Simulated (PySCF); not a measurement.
Basis and Hamiltonian dependence of the ionisation energy of Se

Se [Ar] 3d10 4s2 4p4 (3P) → Se+ [Ar] 3d10 4s2 4p3 (4S). Calculated with PySCF 2.14 from differences of total energies of unrestricted determinants, without spin-orbit coupling. Values in eV.

```csv
basis,Hamiltonian,functions,UHF,r2SCAN,PBE0,MP2 (valence),CCSD(T) (valence),CCSD(T) (valence and next inner shell)
cc-pVDZ-DK,spin-free X2C,27,8.504,9.647,9.574,8.907,8.933,n/a
6-31G*,non-relativistic,32,8.519,9.640,9.620,8.885,8.915,n/a
def2-SVP,non-relativistic,32,8.566,9.702,n/a,8.967,8.996,n/a
x2c-SVPall,spin-free X2C,32,8.521,n/a,n/a,8.936,8.967,n/a
aug-cc-pVDZ-DK,spin-free X2C,36,8.530,9.675,9.610,9.021,9.083,n/a
ANO-RCC-VTZP,spin-free X2C,43,8.546,9.667,9.623,9.227,9.380,9.416
pcseg-2,non-relativistic,43,8.595,n/a,9.683,9.252,9.391,n/a
jorge-DZP-DKH,spin-free X2C,43,8.443,9.619,n/a,8.599,8.623,n/a
aug-cc-pVTZ-DK,spin-free X2C,59,8.541,9.666,9.621,9.242,9.392,n/a
"aug-cc-pVTZ-PP with one added diffuse shell each of s, d, f type with ECP10MDF",ECP,68,8.544,9.649,9.598,9.247,9.397,n/a
aug-cc-pVQZ-PP with ECP10MDF,ECP,89,8.541,9.655,9.598,9.343,9.500,n/a
def2-QZVPPD,non-relativistic,98,8.587,9.719,9.668,9.363,9.523,n/a
"x2c-QZVPPall with one added diffuse shell each of s, p, d, f type",spin-free X2C,113,8.543,9.676,9.626,9.333,n/a,n/a
"aug-cc-pVQZ-PP with one added diffuse shell each of s, p, d, f, g type with ECP10MDF",ECP,114,8.541,9.655,9.598,9.344,n/a,n/a
```

Frozen in the all-electron rows: valence: [Ar] 3d10; valence and next inner shell: [Ne]; with a core potential, the same shells as far as they lie outside it.

Non-relativistic rows lack the scalar-relativistic shift.

Reference for a calculation without spin-orbit coupling: 9.635 eV (measured, between term centres; NIST).
